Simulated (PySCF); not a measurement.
**A search over the determinants of NaBe**

Unrestricted PBE0; basis Na def2-TZVP, Be def2-TZVP; no relativity; PySCF 2.14. Outer shells of the fragments: Na 3s1; Be 2s2.

Followed along the bond (rough minima from three points):

```csv
2Ms+1,unpaired,⟨S²⟩ at the start,R at minimum (Å),Te (eV)
2,σ ↑,0.77,2.91,0.00
2,π ↑,0.76,2.53,0.85
4,"σ ↑↑, π ↑",3.75,2.91,2.28
```

Solutions found at the starting distance of 2.535 Å, counted from the lowest of them; the search is not exhaustive and high or unbound solutions are not listed, so other states can lie among these:

```json
{"2Ms+1": "2", "unpaired": "σ ↑", "term": "²Σ⁺", "E (eV)": "0.00", "⟨S²⟩": "0.77", "⟨Lz²⟩": "0.00", "μ (D)": "-2.86"}
{"2Ms+1": "2", "unpaired": "π ↑", "term": "²Π", "E (eV)": "0.73", "⟨S²⟩": "0.76", "⟨Lz²⟩": "1.01", "μ (D)": "-5.37"}
{"2Ms+1": "4", "unpaired": "σ ↑↑, π ↑", "term": "⁴Π", "E (eV)": "2.27", "⟨S²⟩": "3.75", "⟨Lz²⟩": "1.00", "μ (D)": "-4.77"}
{"2Ms+1": "4", "unpaired": "σ ↑, π ↑↑", "term": "⁴Σ⁻", "E (eV)": "2.84", "⟨S²⟩": "3.75", "⟨Lz²⟩": "0.00", "μ (D)": "-5.89"}
{"2Ms+1": "2", "unpaired": "σ ↑↑, π ↓", "term": "mixed", "E (eV)": "3.30", "⟨S²⟩": "1.75", "⟨Lz²⟩": "1.00", "μ (D)": "-4.86"}
{"2Ms+1": "4", "unpaired": "σ ↑↑↑", "term": "⁴Σ⁺", "E (eV)": "3.30", "⟨S²⟩": "3.75", "⟨Lz²⟩": "0.00", "μ (D)": "4.34"}
{"2Ms+1": "2", "unpaired": "σ ↑, π ↑↓", "term": "mixed", "E (eV)": "3.77", "⟨S²⟩": "1.75", "⟨Lz²⟩": "2.01", "μ (D)": "-4.88"}
{"2Ms+1": "2", "unpaired": "σ ↑", "term": "mixed", "E (eV)": "4.28", "⟨S²⟩": "0.99", "⟨Lz²⟩": "2.00", "μ (D)": "-2.90"}
{"2Ms+1": "4", "unpaired": "σ ↑, π ↑↑", "term": "mixed", "E (eV)": "5.07", "⟨S²⟩": "3.75", "⟨Lz²⟩": "2.00", "μ (D)": "3.17"}
```

A term symbol is given only where ⟨S²⟩ and ⟨Lz²⟩ are close to those of a pure state; real π, δ and φ orbitals otherwise mix terms. A positive dipole means Na(−)Be(+).

Q: Compare the gap between the two lowest followed solutions at the starting distance with the gap between their minima.

A: At PBE0 the second solution (doublet, unpaired electrons π ↑) lies +0.73 eV from the first (doublet, unpaired electrons σ ↑) at 2.535 Å and +0.85 eV at the minima; the two curves relax by different amounts, since their minima lie near 2.53 and 2.91 Å.

Counting both spins, an empty level lies below a filled one in some of these solutions, because spin and occupation are held.
